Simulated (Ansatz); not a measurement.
Stepwise reaction of `F[Si](F)(S)[GeH3]` with hydrogen, as a gas-phase model of exchange steps in deposition or etching. ΔE in kJ/mol.

Program: Ansatz. Geometries: PBE0-D4/def2-TZVP. ΔE: electronic, gas phase. CCSD(T)/CBS adds triple-zeta CCSD(T) − MP2 to the extrapolated MP2 energy (def2 sets, frozen cores). This one scheme is used for every species. Functionals use def2-TZVPP. B3LYP here is the variant with VWN-RPA as its local correlation; programs differ in this. For Ge outer-core shells are correlated without core-valence functions, which leaves a few kJ/mol of doubt a bond. Scalar relativity is left out up to krypton. One conformer a species, not always the lowest.

```json
{"step": "2", "reaction": "`F[SiH](S)[GeH3]` + H₂ → `S[SiH2][GeH3]` + H–F", "PBE-D4": "110.5", "B3LYP-D4": "118.0", "ωB97M-V": "117.8", "CCSD(T)/CBS": "112.6"}
```

Question: Give the row of step 1, `F[Si](F)(S)[GeH3]` + H₂ → `F[SiH](S)[GeH3]` + H–F. (Best estimate.)

Answer: Ansatz gave: 
```csv
step,reaction,PBE-D4,B3LYP-D4,ωB97M-V,CCSD(T)/CBS
1,`F[Si](F)(S)[GeH3]` + H₂ → `F[SiH](S)[GeH3]` + H–F,120.7,129.1,129.2,124.3
```

Question: By hand: ΔE of the 2 steps together at CCSD(T)/CBS.

Answer: (124.3) + (112.6) = 236.9 kJ/mol, or 118.4 kJ/mol a step.

In ΔE each step is lower than the one before. All are uphill at CCSD(T)/CBS. PBE-D4 differs from CCSD(T)/CBS by -3.6 to -2.1 kJ/mol a step. Only this route is followed, and other bonds may react first. Isolated molecules leave out the surface, adducts and barriers. Largest T1 diagnostic: 0.012.
